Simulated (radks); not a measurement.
Dy II, 65 electrons, occupied as [Kr] 4d10 4f10 5s1.5 5p6 6s1 6p0.5 (fractional occupations, a model configuration). Calculated with a radial shooting solver on a logarithmic mesh with Libxc functionals: scalar-relativistic Kohn-Sham, PBE, spin-polarised, spherical densities, finite nucleus; open shells are filled with parallel spins first (spin-orbit coupling, left out, can overturn this in heavy ions); Fermi nuclear charge, rms radius 5.2218 fm. Some entries of the table are withheld. Estimate them.

| orbital | occ. | eigenvalue (eV) | r(max) (bohr) |
|---|---|---|---|
| 1s up | 1 | -53660.78 | 0.01338 |
| 1s down | 1 | -53660.71 | 0.01338 |
| 2s up | 1 | -8944.301 | 0.07604 |
| 2s down | 1 | -8944.225 | 0.07604 |
| 2p up | 3 | -7938.118 | 0.06168 |
| 2p down | 3 | -7938.050 | 0.06168 |
| 3s up | 1 | -1999.061 | 0.2154 |
| 3s down | 1 | -1997.459 | 0.2154 |
| 3p up | 3 | -1690.080 | 0.2117 |
| 3p down | 3 | -1688.481 | 0.2116 |
| 3d up | 5 | -1292.415 | 0.1730 |
| 3d down | 5 | -1291.184 | 0.1729 |
| 4s up | 1 | -404.7568 | 0.4941 |
| 4s down | 1 | -401.2115 | 0.4941 |
| 4p up | 3 | -303.0577 | 0.5161 |
| 4p down | 3 | -299.5389 | 0.5160 |
| 4d up | 5 | -164.5163 | 0.5348 |
| 4d down | 5 | -161.0011 | 0.5347 |
| 5s up | 1 | -59.8044 | 1.153 |
| 5s down | 0.5 | -57.4562 | 1.160 |
| 5p up | 3 | -35.7083 | (1) |
| 5p down | 3 | -33.8344 | (2) |
| 4f up | 7 | -14.4333 | 0.5389 |
| 4f down | 3 | -11.1796 | 0.5402 |
| 6s up | 1 | -10.5284 | 3.140 |
| 6s down | 0 | -9.1772 | 3.124 |
| 6p up | 0.5 | -6.6699 | 3.916 |

Answer. 
(1) 5p up r(max) (bohr): 1.312
(2) 5p down r(max) (bohr): 1.325
